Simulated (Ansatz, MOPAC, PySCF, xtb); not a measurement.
Pair of molecules: H2O (SMILES O) (first 3 atoms) with HF (SMILES F); geometry from B3LYP-D3(BJ)/def2-TZVP.
(charge 0, multiplicity 1):
```xyz
5

O     -0.08492    -0.27219     0.32202
H      0.72395    -0.75194     0.11141
H     -0.11087     0.48919    -0.26825
F     -0.26856     0.38243     2.86667
H     -0.23814     0.12511     1.95839
```

Monomers are frozen at their geometry in the pair; levels with a basis set take the counterpoise correction. Rows marked so take none.

Rows in 3-21G carry no dispersion term and start afresh at each structure. The state that PM3 reach isn't checked.

Programs: Ansatz (Gaussian orbitals); MOPAC for PM3 (differences of heats of formation); PySCF for 3-21G rows, the dispersion terms; xtb for the GFN methods. Each number belongs to the level named beside it.

One of these levels gives -19.5 kJ/mol for the interaction energy. Name it.
(A) GFN-FF
(B) PM3
(C) BLYP-D4/def2-TZVPPD
(D) HF/3-21G (no counterpoise)

B, PM3. The others give -27.1 (GFN-FF), -68.0 (HF/3-21G (no counterpoise)), -37.4 (BLYP-D4/def2-TZVPPD)

Ansatz is a first-principles code.
